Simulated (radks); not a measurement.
Q: Radial electron density D(r) = 4 pi r^2 rho(r) of an atom or ion with 42 electrons. Calculated with a radial shooting solver on a logarithmic mesh with Libxc functionals: scalar-relativistic Kohn-Sham, MS2 meta-GGA, spin-polarised, spherical densities, finite nucleus; meta-GGA in the generalised Kohn-Sham scheme; Fermi nuclear charge, rms radius of each element as measured or else 0.836 A^(1/3) + 0.57 fm.

```
   r/bohr * D(r) (the largest magnitude, 67.4, reaches the edge; | marks zero)
 0.003198 |     *
 0.004231 |        *
 0.005644 |            *
 0.007527 |                  *
  0.01004 |                          *
  0.01339 |                                  *
  0.01786 |                                         *
  0.02382 |                                            *
  0.03177 |                                         *
  0.04204 |                                     *
  0.05607 |                                      *
  0.07478 |                                              *
  0.09974 |                                                      *
    0.133 |                                                  *
   0.1774 |                                     *
   0.2366 |                                   *
   0.3156 |                                          *
   0.4176 |                                   *
    0.557 |                 *
   0.7429 |         *
   0.9908 |         *
    1.322 |       *
    1.763 |   *
    2.351 | *
    3.135 |*
    4.149 *
    5.533 *
     7.38 *
```

What is the nuclear charge?

A: Z = 43. The innermost maximum, from 1s, lies near gamma/Z bohr with gamma = sqrt(1 - (Z/c)^2) = 0.949, here 0.0221 bohr (found: 0.0240), and its height grows with Z. The density is that of the technetium ion Tc+ in [Kr] 4d4 5s2; the configuration itself is not fixed sharply by these data, and Z only to a few units. D(r) has 4 maxima, at r = 0.0240, 0.106, 0.331, 0.952 bohr, and minima at 0.0482, 0.212, 0.798 bohr, inside which lie 2.02, 11.05, 29.26 electrons.
